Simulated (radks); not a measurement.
Q: Species: Zn8+. Configuration: [Ar] 3d4. Calculated with a radial shooting solver on a logarithmic mesh with Libxc functionals: scalar-relativistic Kohn-Sham, BLYP, spin-polarised, spherical densities, finite nucleus; open shells are filled with parallel spins first; Fermi nuclear charge, rms radius 3.9283 fm. Some entries of the table are withheld. Estimate them.

| orbital | occ. | eigenvalue (Ry) | <r^2> (bohr^2) | <1/r> (bohr^-1) |
|---|---|---|---|---|
| 1s up | 1 | -714.7413 | 0.003406 | 30.22 |
| 1s down | 1 | -714.7408 | 0.003406 | 30.22 |
| 2s up | 1 | -100.0250 | 0.06035 | 6.583 |
| 2s down | 1 | -99.72952 | 0.06011 | 6.597 |
| 2p up | 3 | -88.65420 | 0.04821 | 6.458 |
| 2p down | 3 | -88.43135 | 0.04796 | 6.471 |
| 3s up | 1 | (1) | 0.4691 | 2.231 |
| 3s down | 1 | (2) | 0.4743 | 2.215 |
| 3p up | 3 | -19.47987 | 0.4901 | 2.115 |
| 3p down | 3 | -18.97486 | 0.4976 | 2.097 |
| 3d up | 4 | -13.88812 | 0.4985 | 1.907 |
| 3d down | 0 | -13.36037 | 0.5154 | 1.886 |

A: 
(1) 3s up eigenvalue (Ry): -22.95503
(2) 3s down eigenvalue (Ry): -22.44524
